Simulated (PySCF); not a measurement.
**Correlation energy of Ti (titanium, neutral)**

[Ar] 3d2 4s2, high-spin 3F determinant. All numbers are calculated (PySCF 2.14, the non-relativistic Hamiltonian (point nucleus), in aug-cc-pVDZ). Frozen: [Ar]; 4 electrons correlated.

MP2 pair energies summed by pair of shells (mhartree):

```
 pair  energy  share (%)
4s-4s  -20.38       57.6
3d-4s  -11.61       32.8
3d-3d   -3.36        9.5
```

Total MP2 correlation energy: -35.36 mhartree.

Same-spin part -7.93 and opposite-spin part -27.43 mhartree; SCS-MP2 scales them by 1/3 and 6/5 to -35.56 mhartree.
